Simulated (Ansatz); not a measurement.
Stepwise reaction of `BO[SiH](C)C` with hydrogen, as a gas-phase model of exchange steps in deposition or etching. ΔE in kJ/mol.

Isolated molecules relaxed with PBE0-D4/def2-TZVP in Ansatz; ΔE leaves out vibrations. CCSD(T)/CBS adds triple-zeta CCSD(T) − MP2 to the extrapolated MP2 energy (def2 sets, frozen cores). This one scheme is used for every species. Functionals use def2-TZVPP. B3LYP here is the variant with VWN-RPA as its local correlation; programs differ in this. Each species was taken in one conformer, which may not be the lowest.

| step | reaction | PBE-D4 | B3LYP-D4 | ωB97M-V | CCSD(T)/CBS |
| --- | --- | --- | --- | --- | --- |
| 2 | `BO[SiH2]C` + H₂ → `BO[SiH3]` + CH₄ | -14.6 | -20.4 | -16.9 | -17.3 |

Task: Give the row of step 1, `BO[SiH](C)C` + H₂ → `BO[SiH2]C` + CH₄. (Best estimate.)

Result: Computed: 
| step | reaction | PBE-D4 | B3LYP-D4 | ωB97M-V | CCSD(T)/CBS |
| --- | --- | --- | --- | --- | --- |
| 1 | `BO[SiH](C)C` + H₂ → `BO[SiH2]C` + CH₄ | -16.5 | -21.8 | -18.2 | -18.7 |

Task: By hand: ΔE of the 2 steps together at CCSD(T)/CBS.

Result: (-18.7) + (-17.3) = -36.0 kJ/mol, or -18.0 kJ/mol a step.

In ΔE the steps differ by no more than 1.4 kJ/mol. All are downhill at CCSD(T)/CBS. PBE-D4 differs from CCSD(T)/CBS by 2.2 to 2.7 kJ/mol a step. Isolated molecules leave out the surface, adducts and barriers. Largest T1 diagnostic: 0.013.
